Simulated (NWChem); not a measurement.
SiICl₃; SMILES Cl[Si](I)(Cl)Cl

```xyz
5

Cl    -1.7819     0.7095    -1.4843
Si     0.0000     0.0000    -0.7820
Cl     0.2765    -1.8979    -1.4843
Cl     1.5053     1.1884    -1.4843
I      0.0000     0.0000     1.6373
```
Atoms are numbered in this order, from 1.

Level: PBE0/def2-SVP with def2 effective core potentials on I (NWChem), optimised geometry, unscaled harmonic frequencies. def2 effective core potentials on I; no spin-orbit coupling.

Problem. List the harmonic frequencies with IR intensities, and the thermochemistry.

Solution. 
```
frequency (cm⁻¹)  IR intensity (km/mol)
----------------  ---------------------
117                                 0.0
117                                 0.0
164                                 3.7
193                                 3.8
193                                 3.8
335                                21.2
536                               195.5
627                               159.3
627                               159.3
```

```json
{
  "zero_point_energy": "4.2 kcal/mol",
  "thermal correction to the enthalpy at 298.15 K (with zero-point energy)": "9.1 kcal/mol",
  "heat capacity Cv": "20.1 cal/(mol K)",
  "entropy at 298.15 K and 1 atm (symmetry number 3)": "86.9 cal/(mol K)"
}
```

Rigid rotor and harmonic oscillator.
